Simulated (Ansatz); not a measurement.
Consider the hydrogen abstraction from a Ga–H bond: `[SiH3][O][GaH2]` + H• → `[SiH3][O][GaH]`• + H₂.

Program: Ansatz. Geometries: PBE0-D4/def2-TZVP. ΔE: electronic, gas phase. CBS: MP2 limit from def2 TZ/QZ plus the TZ coupled-cluster correction, frozen cores. This one scheme is used for every species, atoms too. Functionals use def2-TZVPP. HSE06 is defined as in plane-wave codes. No spin–orbit coupling; open shells (•) take unrestricted orbitals. For Ga outer-core shells are correlated without core-valence functions, so the limit isn't a true one: a few kJ/mol of doubt a bond, and 10 to 20 or more in all where bonds break to atoms. Scalar relativity is left out up to krypton.

`[SiH3][O][GaH2]`:

Cartesian coordinates in Å:
```
Si -0.197 0.212 -1.333
O -0.165 -0.634 0.059
Ga 0.233 -0.390 1.782
H 0.237 1.624 -1.123
H -1.577 0.223 -1.889
H 0.714 -0.414 -2.329
H 0.044 -1.662 2.656
H 0.711 1.042 2.177
```

`[SiH3][O][GaH]`•:

Cartesian coordinates in Å:
```
Si 0.205 -1.074 0.141
O -0.104 0.526 0.220
Ga -0.370 1.984 -0.789
H 1.483 -1.378 0.838
H 0.316 -1.539 -1.271
H -0.891 -1.835 0.799
H -0.639 3.317 0.062
```

H₂:

Z-matrix (Å, degrees):
```
H
H 1 0.746
```

Problem. Is it downhill or uphill in electronic energy at CCSD(T)/CBS, and by how much? (An estimate is asked.)

Solution. The calculation gave: Downhill: ΔE = -24.0 kcal/mol.

Problem. What do these levels give: r2SCAN-D4, HSE06-D4, BHLYP-D4, ωB97X-V, B2PLYP, revPBE, HSE06, BHLYP, MP2/def2-SVP, CCSD/def2-SVP, MP2/def2-TZVPP, CCSD(T)/def2-TZVPP? (Estimate.)

Solution. Ansatz gave: r2SCAN-D4 -27.4, HSE06-D4 -24.8, BHLYP-D4 -26.2, ωB97X-V -23.2, B2PLYP -26.6, revPBE -29.3, HSE06 -25.1, BHLYP -26.7, MP2/def2-SVP -19.7, CCSD/def2-SVP -22.3, MP2/def2-TZVPP -21.9, CCSD(T)/def2-TZVPP -24.5 kcal/mol.

Largest T1 diagnostic among the species: 0.016.

In def2-TZVPP, CCSD(T) changes the Hartree–Fock value by −4.6 kcal/mol (the triples alone add +0.0 kcal/mol) and MP2 by −2.0 kcal/mol. From r2SCAN to r2SCAN0 (25 % exact exchange), in def2-TZVPP and without D4, ΔE moves by +0.9 kcal/mol.
